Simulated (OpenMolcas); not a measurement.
Ar4+: Slater's ratio, worked from levels

| Item | Value |
| --- | --- |
| Program | OpenMolcas |
| Basis | ANO-RCC-VDZP [4s3p1d] |
| Scalar Hamiltonian | DKH2, point nucleus |
| Active space | 2 electrons in 3 orbitals (3p) |
| State averaging | 2S+1 = 3 even, 3 roots; 2S+1 = 1 even, 6 roots |
| Spin-orbit coupling | state interaction with AMFI integrals over the reference wave functions, term energies averaged over their components |

Methods: CASSCF; SS-CASPT2, IPEA 0.25 Eh, imaginary shift 0.1 Eh (closed shells correlated: 2s 2p 3s). Measured levels: Saloman, J. Phys. Chem. Ref. Data 39, 033101 (2010).

**Slater's ratio.** With one set of orbitals, p2 has 1D - 3P = 6 F2 and 1S - 1D = 9 F2 (F2 = F²/25), a ratio of 3/2. Term energies are centres of gravity, weighted by 2J + 1.

| Source | 1D - 3P | 1S - 3P | F2 from the first | Ratio |
| --- | --- | --- | --- | --- |
| CASSCF | 18194 | 45240 | 3032 | 1.487 |
| SS-CASPT2 | 16769 | 39313 | 2795 | 1.344 |
| measured | 14917 | 36531 | 2486 | 1.449 |

Energies in cm-1. A ratio away from 3/2 shows effects beyond one configuration with one set of orbitals, and in heavier atoms second-order spin-orbit shifts.

CASPT2 breaks the degeneracy within a term, and the mean is taken; among the terms shown or strongly mixed into the levels shown the widest spread is 130 cm-1 (3s2 3p2 1D, SS-CASPT2). With the s shell closed, the reference lacks s² → p² mixing. The basis is small and was not contracted for so high a charge. Measured partners are found by configuration, term and J. A level has none where our copy of the source lacks it or the pairing is in doubt (some pairs that miss far off the trend of their configuration count as doubtful), and it then counts in no deviation. Only configurations of the active space appear.
